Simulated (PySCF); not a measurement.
## Calculated NMR parameters of N#Cc1pcpc(F)p1

```yaml
Formula: C4HFNP3
SMILES: N#Cc1pcpc(F)p1
InChI: InChI=1S/C4HFNP3/c5-4-8-2-7-3(1-6)9-4/h2H
Point_group_of_the_computed_structure: Cs
Carbon_signals: 4
Proton_signals: 1
```

Atoms are numbered as in `[N:1]#[C:2][c:3]1[p:4][cH:5][p:6][c:7]([F:8])[p:9]1` (H(Xn): hydrogen on atom n).

- coordinates at the GFN2-xTB level
- shielding tensors at PBE0/pcSseg-1 (GIAO)
- run in PySCF
- single conformer, relativity neglected, isolated molecule

Chemical shifts δ = σref − σ; TMS for 1H (σref 31.72), 13C (σref 186.93); 19F (σref 170.95) vs CFCl3; H3PO4 for 31P (σref 318.38); NH3 for 15N (σref 267.73), all at this level.

| carbon | δC, type | δH (multiplicity) | HMBC from (2–3 bonds) | span of the C tensor (ppm) |
| --- | --- | --- | --- | --- |
| C2 | 125.3, C | – | – | 350 |
| C3 | 176.4, C | – | H(C5) | 368 |
| C5 | 192.6, CH | 11.13 (m) | – | 390 |
| C7 | 253.3, C | – | H(C5) | 330 |

Other nuclei:
```
atoms  nucleus                                     environment  δ (ppm)  σ (ppm)
   F8      19F                                   aryl fluorine    -38.5    209.5
   P4      31P  phosphorus bonded to 2 C, in a 6-membered ring    295.2     23.2
   P9      31P  phosphorus bonded to 2 C, in a 6-membered ring    258.5     59.9
   P6      31P  phosphorus bonded to 2 C, in a 6-membered ring    228.3     90.1
   N1      15N                                nitrile nitrogen    351.8    -84.1
```

- δC 253.3: aromatic carbon bearing fluorine; an ipso carbon deshielded by its heteroatom.
- δC 192.6: aromatic CH.
- δC 176.4: substituted aromatic carbon.
- δC 125.3: nitrile carbon; C≡N carbons fall here, among the sp2 signals but without a proton.
- δH 11.13: hydrogen on an aromatic CH; the ring current deshields protons in the ring plane.

Splittings by 19F and 31P in the carbon and heteronuclear signals aren't shown, as no couplings were computed. Shifts are as computed. Against solution values, carbons near 30 ppm lie about +3 ppm off and those near 130 ppm about +5 ppm. Of 1211 compounds with measured shifts, 218 miss one by over three times the rms of a fit or turn the order of signals round; such compounds aren't used in these exercises. Unscaled 19F shifts against computed CFCl3 carry errors that often reach 10 to 50 ppm. Experimental scales use liquid or dissolved standards, which lie at an offset from isolated NH3 (liquid NH3: subtract about 20 ppm) and H3PO4. Unscaled 15N shifts of sp2 nitrogen come out 20 to 40 ppm too high even then.
